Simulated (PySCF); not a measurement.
**Highest orbital energy against ionisation energy along the 4p block**

Calculated with PySCF 2.14, no spin-orbit coupling. Each cell gives −ε(HOMO) / ΔSCF in eV; NIST values include spin-orbit coupling, (s) semi-empirical, (t) theoretical.

```json
{"species": "Ga (dyall-av2z, non-relativistic)", "UHF": "5.846 / 5.556", "LDA": "2.965 / 6.064", "PBE": "2.973 / 5.984", "PBE0": "3.801 / 6.003", "r2SCAN": "3.233 / 6.132", "NIST (lowest levels)": "5.999"}
{"species": "Ge (dyall-av2z, non-relativistic)", "UHF": "7.923 / 7.448", "LDA": "4.455 / 8.047", "PBE": "4.430 / 7.920", "PBE0": "5.435 / 7.954", "r2SCAN": "4.756 / 8.087", "NIST (lowest levels)": "7.899"}
{"species": "As (dyall-av2z, non-relativistic)", "UHF": "10.090 / 9.471", "LDA": "6.027 / 10.080", "PBE": "5.979 / 9.924", "PBE0": "7.160 / 9.988", "r2SCAN": "6.390 / 10.144", "NIST (lowest levels)": "9.789"}
{"species": "Se (dyall-av2z, non-relativistic)", "UHF": "9.408 / 8.590", "LDA": "5.817 / 9.939", "PBE": "5.710 / 9.676", "PBE0": "6.864 / 9.669", "r2SCAN": "5.994 / 9.732", "NIST (lowest levels)": "9.752"}
{"species": "Br (dyall-av2z, non-relativistic)", "UHF": "11.793 / 10.830", "LDA": "7.603 / 12.165", "PBE": "7.473 / 11.875", "PBE0": "8.793 / 11.891", "r2SCAN": "7.808 / 11.969", "NIST (lowest levels)": "11.814"}
{"species": "Kr (dyall-av2z, non-relativistic)", "UHF": "14.313 / 13.223", "LDA": "9.475 / 14.460", "PBE": "9.331 / 14.160", "PBE0": "10.828 / 14.217", "r2SCAN": "9.753 / 14.312", "NIST (lowest levels)": "14.000"}
```

Problem. How far is −ε(HOMO) from ΔSCF on average for each method, and why?

Solution. UHF 0.71 eV; LDA -4.07 eV; PBE -3.94 eV; PBE0 -2.81 eV; r2SCAN -3.74 eV. Hartree-Fock orbital energies lack relaxation and so exceed the ΔSCF value; semilocal functionals have convex E(N) from self-interaction, so their HOMO lies far too high; exact exchange moves hybrids part of the way back.
